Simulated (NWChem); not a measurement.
AsH, triplet; SMILES [AsH]

```xyz
2

As     0.0000     0.0000    -0.0528
H      0.0000     0.0000     1.4782
```
Atoms are numbered in this order, from 1.

Computed with NWChem. Spin-unrestricted. Geometry: optimised at PBE0-D3(BJ)/def2-TZVP, spin-unrestricted. No stability test was run on the SCF state. Vzz is the largest principal value of the second derivative of the potential at the nucleus (NWChem prints the opposite sign); η is the asymmetry. Non-relativistic.

| level | Vzz As1 (a.u.) | η As1 |
|---|---|---|
| B3LYP/def2-TZVP | -1.247 | 0.00 |
| B3LYP/def2-SVP | -0.830 | 0.00 |
| UHF/def2-SVP | -0.856 | 0.00 |
| UHF/def2-TZVP | ? | 0.00 |

Q: What belongs in the gaps?

A: 
- UHF/def2-TZVP, Vzz As1 (a.u.): -1.152
